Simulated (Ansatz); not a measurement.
Ansatz results at the PBE0-D4/def2-TZVP geometry: LUMO energy (B3LYP/def2-TZVPP) -2.27 eV; HOMO energy (B3LYP/def2-TZVPP) -6.16 eV; HOMO energy (PBE/def2-TZVPP) -5.22 eV.

Each molecule was computed in one conformer, which needn't be the lowest.

Q: Which molecule gave them?
A. `CC(C)[Si]F`
B. `CS[Si]N`
C. `C=C([SiH3])CF`
D. `S[Si]Cl`

A: A. The others give `S[Si]Cl`: -2.63, -7.04, -6.16; `C=C([SiH3])CF`: -0.66, -7.64, -6.73; `CS[Si]N`: -1.27, -6.28, -5.42.

B3LYP here is the variant with VWN-RPA as its local correlation; programs differ in this.
